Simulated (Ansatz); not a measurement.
`FBF` + `CNC` → `CN(C)BF` + H–F at 400 K and 1 bar (ligand exchange at a B–F bond).

Computed with Ansatz on PBE0-D4/def2-TZVP structures; ΔE is electronic, products minus reactants. CBS: MP2 limit from def2 TZ/QZ plus the TZ coupled-cluster correction, frozen cores. This one scheme is used for every species. One conformer a species, not always the lowest.

```csv
species,CCSD(T)/CBS energy (Eh),H − E (kJ/mol),S (J/(mol·K))
`FBF`,-225.09427,62.5,257.9
`CNC`,-135.00321,264.6,293.2
`CN(C)BF`,-259.69840,290.1,348.9
H–F,-100.39570,36.5,182.2
```

H − E and S are ideal-gas, rigid-rotor, harmonic terms from PBE0-D4/def2-TZVP, for one conformer and one mirror image of each species. 1 Eh = 2625.50 kJ/mol, R = 8.31446 J/(mol·K).

**Question.** By hand: ΔE, ΔH, ΔS and ΔG.

**Answer.** ΔE = (-259.69840) + (-100.39570) − (-225.09427) − (-135.00321) = 0.00338 Eh = 8.9 kJ/mol. Δ(H − E) = 290.1 + 36.5 − 62.5 − 264.6 = -0.5, so ΔH = 8.4 kJ/mol. ΔS = 348.9 + 182.2 − 257.9 − 293.2 = -20.0 J/(mol·K). ΔG = 8.4 − 400 × (-20.0)/1000 = 16.4 kJ/mol.

**Question.** By hand: the equilibrium constant, and the temperature at which ΔG would vanish if ΔH and ΔS stayed fixed.

**Answer.** log₁₀ K = −ΔG/(RT ln 10) = -2.1. ΔH and −TΔS have one sign here, so there is no such temperature.

TΔS isn't small against ΔH here. A doubt of 5 kJ/mol in ΔE shifts log₁₀ K by 0.7 here. Other conformers and mirror images would add mixing entropy, several J/(mol·K) or more a flexible species. These are equilibria of isolated gas molecules and say nothing of rates. Largest T1 diagnostic: 0.013 (customary marks: 0.02 for closed shells, 0.045 for open ones).
